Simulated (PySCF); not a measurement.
## Electronic structure of Kr (krypton, neutral) at the BP86 level

Configuration: [Kr], closed-shell 1S. Computed with PySCF 2.14 in jorge-DZP-DKH, with the spin-free X2C one-electron Hamiltonian (Gaussian nucleus).

| Item | Value |
| --- | --- |
| Total energy | -2790.210 hartree |
| One-electron energy | -3876.196 hartree |
| Hartree (Coulomb) energy | 1183.648 hartree |
| Exchange-correlation energy | -97.662 hartree |
| ⟨S²⟩ | 0.0000 |
| ⟨L²⟩ | 0.000 |
| Sum of ⟨r⟩ | 25.98 bohr |
| Sum of ⟨r²⟩ | 38.42 bohr² |
| Langevin diamagnetic susceptibility | -30.4 ×10⁻⁶ cm³/mol |
| Time after the integrals | 0.49 s of wall time on 1 thread of Neoverse-V2 (shared host) |

| shell | electrons | mean orbital energy (hartree) | rms radius, mean of both spins (bohr) |
| --- | --- | --- | --- |
| 1s | 2 | -519.85426 | 0.0478 |
| 2s | 2 | -68.47166 | 0.199 |
| 2p | 6 | -60.57154 | 0.177 |
| 3s | 2 | -9.67845 | 0.568 |
| 3p | 6 | -7.15381 | 0.585 |
| 3d | 10 | -2.97635 | 0.612 |
| 4s | 2 | -0.84051 | 1.68 |
| 4p | 6 | -0.33433 | 2.08 |

Densities and radii are taken from the X2C orbitals without a picture-change correction, which distorts them close to the nucleus.
